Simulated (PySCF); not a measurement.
## Structure from NMR data

The spectra below were simulated for a compound C$_{6}$H$_{12}$BP.

1H NMR (300 MHz, computed): δ 6.30 (m, 2H), 5.87 (m, 2H), 3.12 (m, 1H), 3.09 (m, 1H), 1.34 (m, 3H), 1.01 (br, 3H).

13C{1H} NMR (computed): δ 135.5 (CH), 120.0 (CH), 34.5 (CH2), 20.0 (CH3).

Computed data (PySCF 2.14): shielding tensors at KT2/pcSseg-1 (GIAO), geometry: PBE0-D3(BJ)/def2-SVP. No relativistic terms, no solvent, averaged over atoms made equivalent by symmetry, fast rotation or ring inversion, one conformer.

References, each an isolated molecule treated in the same way: 1H (σ = 31.18 ppm), 13C (σ = 183.22 ppm) against TMS.

What is the structure?

## Answers


1. 4 carbon signals for 6 carbons: some carbons are equivalent by symmetry or fast rotation.
2. Carbon types of the structure: 4 × CH, 1 × CH2, 1 × CH3, leaving 3 H on heteroatoms.
3. δC 135.5, 120.0: alkene CH; as expected for a trigonal carbon in a double bond.
4. δC 34.5: allylic sp3 CH2; saturated and bonded to C and H only.
5. δC 20.0: methyl carbon bonded to P.
6. δH 6.30, 5.87: hydrogen on an alkene CH; a vinylic proton, deshielded by the sp2 carbon and the C=C anisotropy.
7. δH 3.12, 3.09: hydrogen on an allylic sp3 CH2; allylic position.
8. δH 1.34: hydrogen on a methyl carbon bonded to P.
9. δH 1.01: hydrogen on a boron bonded to P.

These data were computed for `[P+]1([BH3-])(C)C=CCC=C1`.

This is the structure that produced the data.

Hydrogens on boron are broadened and split by 11B (spin 3/2, 80 %) and 10B (spin 3). Splittings by 31P in the carbon and heteronuclear signals aren't shown, as no couplings were computed. Shifts are as computed. Against solution values, carbons near 30 ppm lie about +2 ppm off and those near 130 ppm about -5 ppm. Of 1211 compounds with measured shifts, 218 miss one by over three times the rms of a fit or turn the order of signals round; such compounds aren't used in these exercises. Multiplicities follow the n + 1 count of equivalent neighbours, as no J values were calculated; m marks all less simple cases, F and P coupling included.
